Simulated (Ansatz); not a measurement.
```yaml
crystal:
  periodic: [false, false, false]
  atoms:
    - {symbol: C, position_ang: [-0.494427, -0.297856, 1.658732]}
    - {symbol: C, position_ang: [0.276188, 0.009310, 0.425412]}
    - {symbol: O, position_ang: [1.016828, -0.960467, -0.071492]}
    - {symbol: C, position_ang: [0.145727, 1.163614, -0.307510]}
    - {symbol: Al, position_ang: [0.364901, -0.607127, -1.730930]}
    - {symbol: H, position_ang: [-1.095848, 0.546182, 1.991642]}
    - {symbol: H, position_ang: [0.217428, -0.567496, 2.443540]}
    - {symbol: H, position_ang: [-1.131393, -1.169456, 1.490618]}
    - {symbol: H, position_ang: [0.965659, 1.475754, -0.954401]}
    - {symbol: H, position_ang: [-0.580687, 1.920227, -0.048079]}
    - {symbol: H, position_ang: [-1.014702, -1.330260, -2.001106]}
    - {symbol: H, position_ang: [1.407328, -0.237425, -2.862527]}
basis:
  gaussian: {orbitals: "6-31G*", final_grid: {core_spheres: 1, valence_spheres: 1, degree: 3}}
magnetization: {spin_polarized: true, initial_magnetization: 2}
hamiltonian: {xc: {name: PBE}}
accuracy: high
output: {forces: true}
```

```sh
$ ansatz run in.yaml --threads 4 --pin off --events-out ev --progress --plain --max-ram 10444MiB
```

It prints (some lines left out):

```
Functional definition: PBE
2219 factors; integrals over basis functions are off by at most 3.7e-9 eV
mean field evaluation 1: about -11836.4130 eV, gradient 5.5e1 eV
mean field evaluation 2: about -11624.1650 eV, gradient 1.7e2 eV
mean field evaluation 4: about -11845.2930 eV, gradient 4.4e1 eV
mean field evaluation 8: about -11854.2586 eV, gradient 8.0e-1 eV
mean field evaluation 16: about -11833.5690 eV, gradient 2.9e0 eV
mean field evaluation 32: about -11834.6537 eV, gradient 5.4e-1 eV
mean field -11834.68325126 eV, -434.9165876474 hartree, gradient 2.3e-8 eV, S^2 2.074548; 3 other end points of the search recorded, 0 dependent functions left out
reference -11834.68326189 eV, -434.9165880380 hartree; 24, 22 occupied and 69, 71 virtual orbitals, 2219 factors
Total energy: -11834.68326189 eV, -434.9165880380 hartree
Atom 0 at    -0.494427    -0.297856     1.658732 Å, force     8.758273     6.402288    -6.165163 eV/Å
Atom 1 at     0.276188     0.009310     0.425412 Å, force    -5.902609   -12.412954   -23.574604 eV/Å
Atom 2 at     1.016828    -0.960467    -0.071492 Å, force    -9.368394    24.191149     6.469925 eV/Å
Atom 3 at     0.145727     1.163614    -0.307510 Å, force     0.825840   -15.045706    27.154651 eV/Å
Atom 4 at     0.364901    -0.607127    -1.730930 Å, force    -0.142275    -7.946367     5.060104 eV/Å
Atom 5 at    -1.095848     0.546182     1.991642 Å, force     1.987821    -2.531795    -2.371741 eV/Å
Atom 6 at     0.217428    -0.567496     2.443540 Å, force    -2.035083     1.504385    -3.509305 eV/Å
Atom 7 at    -1.131393    -1.169456     1.490618 Å, force     2.704319     4.783847    -1.593402 eV/Å
Atom 8 at     0.965659     1.475754    -0.954401 Å, force    -3.366238    -1.650161     0.039292 eV/Å
Atom 9 at    -0.580687     1.920227    -0.048079 Å, force     3.218788    -0.130835    -0.960441 eV/Å
Atom 10 at    -1.014702    -1.330260    -2.001106 Å, force     2.586069     3.722814     0.372273 eV/Å
Atom 11 at     1.407328    -0.237425    -2.862527 Å, force     0.733488    -0.886665    -0.921588 eV/Å
Dipole moment:    -0.072090     0.710401     1.286265 e Å
```

What is wrong with this run?

The integration grid is far too coarse. The calculation finished and met its thresholds. The result belongs to that input, not to the molecule as meant.
